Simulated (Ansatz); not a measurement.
Molecule: CCrO, net charge 0, septet state. The spin state was set by rule; other spins were not relaxed. 
Geometry from a B3LYP-D3(BJ)/def2-TZVP (Ansatz, a program for electronic structure) optimisation:
```xyz
3

Cr    -0.6029    -0.5664    -0.5920
O      1.4564     0.9976     1.2596
C      0.4698     0.9354     0.6885
```
Charge 0, spin multiplicity 7.

Give the harmonic wavenumbers at B3LYP-D3(BJ)/def2-TZVP (Ansatz, finite differences of forces, unscaled).

172, 246, 2027 cm⁻¹. Zero-point energy 3.5 kcal/mol.

From these and the geometry, give the ideal-gas thermochemistry at 298.15 K and 1 atm (rigid rotor, harmonic oscillator).

Point group Cs, rotational symmetry number 1. Rotational constants 193.7, 3.483, 3.422 GHz. S(trans) 39.05, S(rot) 22.46, S(vib) 4.17, S(elec, spin only) 3.87, S 69.5 cal/(mol K). H(298) - H(0) 3.06 kcal/mol; G - E(el) -14.2 kcal/mol.
